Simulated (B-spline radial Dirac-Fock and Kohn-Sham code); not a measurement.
# K-line shifts caused by a second vacancy in Hg⁺

System: Hg⁺, configuration 1s2 2s2 2p6 3s2 3p6 3d10 4s2 4p6 4d10 4f14 5s2 5p6 5d9 6s2 (not the ground configuration).

The computed values come from a radial B-spline solver: Dirac-Fock (average of configuration) total-energy differences with a finite nucleus, the Breit interaction including its frequency dependence, and self-energy and vacuum-polarisation corrections. Each two-hole energy is an average over J within one jj subconfiguration, not an observable level; in light atoms, where LS coupling holds, the j-resolved values are not observed lines, and for a K spectator the Kα1 hypersatellite is nearly forbidden. Electron correlation is not included.

Lines without a spectator: Kα2 (K-L2) 68888.4 eV, Kα1 (K-L3) 70813.9 eV, Kβ3 (K-M2) 79813.1 eV, Kβ1 (K-M3) 80244.3 eV. Shifts in eV with one spectator hole (a dash: not computed, or left out as unreliable):

```
spectator hole      Kα2      Kα1      Kβ3      Kβ1
        K (1s)  +1106.9  +1206.6  +1437.5  +1461.0
    L2 (2p1/2)   +145.8   +200.9        –   +370.2
    L3 (2p3/2)   +101.1   +114.4   +263.6        –
    M2 (3p1/2)        –    +32.7    +60.1    +71.6
    M3 (3p3/2)   +16.03        –    +48.1    +49.3
    M4 (3d3/2)    +5.20    +1.92        –        –
```
